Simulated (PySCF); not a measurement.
**Electric properties by functional and basis**

Species: hexafluoroethane, C2F6.
Atom-mapped SMILES: `[F:1][C:2]([F:3])([F:4])[C:5]([F:6])([F:7])[F:8]`

PySCF, dipoles from the SCF density, polarisabilities from static response with core orbitals frozen. Geometry: PBE0-D3(BJ)/def2-SVP; no solvent, vibrations or thermal averaging.

How do dipole and polarisability depend on functional and basis here?

```
              level  α (Å³)  error (%)  anisotropy (Å³)
      LDA/def2-SVPD    4.97       +6.5             0.06
      PBE/def2-SVPD    4.98       +6.7             0.05
    B3LYP/def2-SVPD    4.73       +1.3             0.02
     PBE0/def2-SVPD    4.67        0.0             0.02
BHandHLYP/def2-SVPD    4.44       -4.9             0.00
CAM-B3LYP/def2-SVPD    4.68       +0.3             0.01
  wB97X-D/def2-SVPD    4.66       -0.1             0.02
  LC-wPBE/def2-SVPD    4.68       +0.2             0.00
       HF/def2-SVPD    4.12      -11.7             0.02
        PBE0/6-31G*    3.47      -25.7             0.08
      PBE0/def2-SVP    3.25      -30.3             0.18
       PBE0/6-31+G*    4.39       -5.9             0.08
   PBE0/aug-cc-pVDZ    4.67        0.0             0.00
     PBE0/def2-TZVP    4.21       -9.8             0.11
```

Reference polarisability: 4.668 Å³ (measured, gas; NIST CCCBDB Release 22 (SRD 101), experimental polarizabilities). The anisotropy is √(½[(α1 − α2)² + (α2 − α3)² + (α3 − α1)²]). For the polarisability, the smallest error is 0.0% (PBE0/def2-SVPD and PBE0/aug-cc-pVDZ) and the largest 30.3% (PBE0/def2-SVP). The dipole stays under 0.05 D at every level. In one basis (def2-SVPD) the functionals order the polarisability from HF (lowest) to PBE (highest), a spread of 21%. With PBE0 the polarisability is 3.64 Å³ without diffuse functions (mean of 6-31G*, def2-SVP and def2-TZVP) and 4.58 Å³ with them (mean of 6-31+G*, def2-SVPD and aug-cc-pVDZ). Measured values can belong to vibrating molecules and may average over conformers; the computed ones are for one fixed geometry.
